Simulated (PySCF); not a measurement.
# Stretching MoSe

Set-up: PySCF, spin-free X2C with a Gaussian nucleus, basis sets Mo x2c-TZVPPall, Se x2c-TZVPPall. Energies in eV from Mo (4d5 5s1) + Se in their ground configurations at the same level. State: Ms = 2 determinant of mixed spin (⟨S²⟩ near 6.3), unpaired electrons σ ↑, π ↑, δ ↑↑.

All columns are PBE0. A positive dipole means Mo(−)Se(+).

```tsv
R (Å)	E (eV)	μ (D)	Mulliken charge on Mo (basis-dependent)	HOMO (eV)	LUMO (eV)	Mayer bond order	⟨S²⟩
1.968	-1.734	-2.93	0.22	-4.80	-2.76	2.59	6.06
2.059	-2.515	-3.39	0.22	-4.97	-2.94	2.48	6.10
2.151	-2.915	-3.80	0.22	-5.12	-3.11	2.36	6.16
2.219	-3.043	-4.07	0.23	-5.21	-3.22	2.25	6.23
2.288	-3.070	-4.29	0.23	-5.28	-3.31	2.12	6.32
2.357	-3.030	-4.46	0.24	-5.33	-3.36	1.97	6.43
2.448	-2.908	-4.63	0.25	-5.39	-3.39	1.77	6.57
2.563	-2.696	-4.79	0.27	-5.44	-3.38	1.54	6.73
2.700	-2.404	-4.97	0.29	-5.48	-3.33	1.31	6.87
2.883	-2.004	-5.20	0.31	-5.51	-3.24	1.10	7.01
```

A fit through these points gives, at Re = 2.277 Å, μ = -4.26 D and dμ/dR = -2.93 D/Å; the reduced mass is 44.0 u.

Problem. How strong is the fundamental in the double-harmonic approximation, I = 42.26·(dμ/dR)²/μred km/mol?

Solution. I = 42.26·(-2.93)²/44.0 = 8.25 km/mol at PBE0.

The metal atom is held in its measured ground configuration; semilocal functionals can put another filling of s and d lower by some tenths of an eV, and De to that atom would be smaller. ⟨S²⟩ of the unrestricted solution departs from its pure value on part of the curve, where spin states mix. These are scalar-relativistic numbers at best; spin–orbit coupling would shift them, the dissociation energy most. With d or f electrons several states lie close, and the lowest PBE0 determinant need not be the measured ground state.
